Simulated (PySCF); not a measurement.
**C₆ coefficients of unlike pairs at BLYP**

Calculated with PySCF 2.14 from the dipole response of each species, C₆(A,B) = (3/π) ∫ α_A(iu) α_B(iu) du, in atomic units, from isotropic polarisabilities. For ions this is the dispersion term alone; charge-induced terms of lower order in 1/R come first.

```csv
species,configuration,basis,relativity,α (bohr³),C₆ (like pair)
Ga,[Ar] 3d10 4s2 4p1 (2P),aug-cc-pVQZ-PP with ECP10MDF (7s6p5d3f2g),core potential,66.75,554.9
Al³⁺,[Ne] (1S),aug-cc-pV(Q+d)Z (7s6p5d3f2g),none,0.2621,0.2258
Mn,[Ar] 3d5 4s2 (6S),aug-cc-pVTZ (8s7p5d3f2g),none,68.88,643.1
Cu⁺,[Ar] 3d10 (1S),aug-cc-pVDZ-PP with ECP10MDF (5s5p4d2f),core potential,6.404,14.83
```

Estimate C₆ for Al³⁺ with Ga.

The integral gives 5.115. The combination rule 2 C_A C_B / (C_A α_B/α_A + C_B α_A/α_B) gives 4.199 and the geometric mean 11.20.

No spin-orbit coupling is included.

The other pairs:

| pair | C₆ |
| --- | --- |
| Cu⁺, Al³⁺ | 1.465 |
| Mn, Ga | 596.8 |
| Mn, Al³⁺ | 5.588 |
| Cu⁺, Mn | 85.91 |
| Cu⁺, Ga | 79.58 |
